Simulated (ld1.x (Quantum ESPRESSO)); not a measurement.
# How hard is this Tb RRKJ potential?

```json
{
 "Element": "Tb",
 "Generator": "ld1.x (Quantum ESPRESSO) 7.5",
 "Type": "norm-conserving RRKJ (Kleinman–Bylander form)",
 "Functional": "PBEsol",
 "Relativity": "scalar-relativistic",
 "Frozen core": "[Kr] 4d10",
 "Valence charge": "19",
 "Reference configuration": "4f9 5s2 5p6 5d0 6s2 6p0",
 "Partial waves": "5s (bound): rc 1.80 bohr; 5p (bound): rc 2.40 bohr; 5d (bound, empty): rc 3.00 bohr; 4f (bound): rc 0.95 bohr",
 "Local potential": "all-electron potential smoothed inside 1.05 bohr (lloc = -1)",
 "Core correction": "none"
}
```

Occupied shells without a wave of their own: 6s. They enter only through the test configuration that unscreens the potential.

The pseudo-atom Hamiltonian at the reference potential is diagonalised in spherical Bessel functions j_l(qr) that vanish at 20 bohr, with q² up to the cutoff. All-electron valence levels (Ry): 5s -3.4928, 6s -0.2736, 5p -1.8267, 6p -0.0848, 5d -0.0969, 4f -0.2258.

Problem. How do the lowest levels (Ry) of each channel move with the cutoff, and are there ghosts?

Solution.

```json
{"cutoff (Ry)": "8", "s #1": "-3.8394", "s #2": "-0.4869", "s #3": "-0.0285", "p #1": "-1.7379", "p #2": "-0.0778", "p #3": "0.0508", "p #4": "0.1855", "d #1": "-0.0716", "d #2": "0.0567", "f #1": "0.0957", "f #2": "0.2077", "Σ f·Δε (mRy)": "4540.7"}
{"cutoff (Ry)": "25", "s #1": "-6.7925", "s #2": "-3.4324", "s #3": "-0.2580", "p #1": "-1.8267", "p #2": "-0.0875", "p #3": "0.0474", "p #4": "0.1791", "d #1": "-0.0969", "d #2": "0.0533", "f #1": "0.0957", "f #2": "0.2075", "Σ f·Δε (mRy)": "3051.9"}
{"cutoff (Ry)": "50", "s #1": "-15.9486", "s #2": "-3.4925", "s #3": "-0.2755", "p #1": "-1.8267", "p #2": "-0.0955", "p #3": "0.0439", "p #4": "0.1704", "d #1": "-0.0969", "d #2": "0.0533", "f #1": "0.0957", "f #2": "0.2075", "Σ f·Δε (mRy)": "2896.4"}
{"cutoff (Ry)": "100", "s #1": "-17.9377", "s #2": "-3.4928", "s #3": "-0.2765", "p #1": "-1.8267", "p #2": "-0.9742", "p #3": "-0.0782", "p #4": "0.0506", "d #1": "-0.0969", "d #2": "0.0533", "f #1": "0.0957", "f #2": "0.2073", "Σ f·Δε (mRy)": "2893.8"}
{"cutoff (Ry)": "180", "s #1": "-18.0092", "s #2": "-3.4928", "s #3": "-0.2766", "p #1": "-1.8267", "p #2": "-1.0639", "p #3": "-0.0789", "p #4": "0.0504", "d #1": "-0.0969", "d #2": "0.0533", "f #1": "-0.1080", "f #2": "0.0959", "Σ f·Δε (mRy)": "1060.6"}
{"cutoff (Ry)": "400", "s #1": "-18.0095", "s #2": "-3.4928", "s #3": "-0.2766", "p #1": "-1.8267", "p #2": "-1.0645", "p #3": "-0.0789", "p #4": "0.0504", "d #1": "-0.0969", "d #2": "0.0533", "f #1": "-0.2258", "f #2": "0.0959", "Σ f·Δε (mRy)": "0.0"}
```

Result: ghost states, extra bound levels that the all-electron valence spectrum of the same l lacks: s at -245.0 eV, p at -14.5 eV (a true bound ghost makes a file unfit for plane-wave use); 10 mRy is reached at 260 Ry and 1 mRy at over 300 Ry.

No test is counted, since the test run did not reproduce the reference configuration.
